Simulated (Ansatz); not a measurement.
`C#[C][Al]([NH2])[F]` + H₂O → `[NH2][Al]([OH])[F]` + acetylene at 600 K and 1 bar (formal hydrolysis of the Al–C bond).

Calculated with Ansatz (gas phase, PBE0-D4/def2-TZVP geometries, no zero-point term in ΔE). CCSD(T)/CBS adds triple-zeta CCSD(T) − MP2 to the extrapolated MP2 energy (def2 sets, frozen cores). This one scheme is used for every species. One conformer a species, not always the lowest.

```
              species  CCSD(T)/CBS energy (Eh)  H − E (kJ/mol)  S (J/(mol·K))
`C#[C][Al]([NH2])[F]`               -474.49892           181.0          419.7
                  H₂O                -76.37941            76.8          212.8
 `[NH2][Al]([OH])[F]`               -473.67557           160.3          387.1
                `C#C`                -77.22717            96.2          235.4
```

H − E and S are ideal-gas, rigid-rotor, harmonic terms from PBE0-D4/def2-TZVP, for one conformer and one mirror image of each species. 1 Eh = 2625.50 kJ/mol, R = 8.31446 J/(mol·K).

Q: By hand: ΔE, ΔH, ΔS and ΔG.

A: ΔE = (-473.67557) + (-77.22717) − (-474.49892) − (-76.37941) = -0.02441 Eh = -64.1 kJ/mol. Δ(H − E) = 160.3 + 96.2 − 181.0 − 76.8 = -1.3, so ΔH = -65.4 kJ/mol. ΔS = 387.1 + 235.4 − 419.7 − 212.8 = -10.0 J/(mol·K). ΔG = -65.4 − 600 × (-10.0)/1000 = -59.4 kJ/mol.

Q: By hand: the equilibrium constant, and the temperature at which ΔG would vanish if ΔH and ΔS stayed fixed.

A: log₁₀ K = −ΔG/(RT ln 10) = 5.2. ΔG = 0 at ΔH/ΔS = 6540 K, far beyond where these terms or the molecules hold.

The number of gas molecules stays the same, so ΔS is small and ΔH decides. A doubt of 5 kJ/mol in ΔE shifts log₁₀ K by 0.4 here. Other conformers and mirror images would add mixing entropy, several J/(mol·K) or more a flexible species. These are equilibria of isolated gas molecules and say nothing of rates. Largest T1 diagnostic: 0.013 (customary marks: 0.02 for closed shells, 0.045 for open ones).
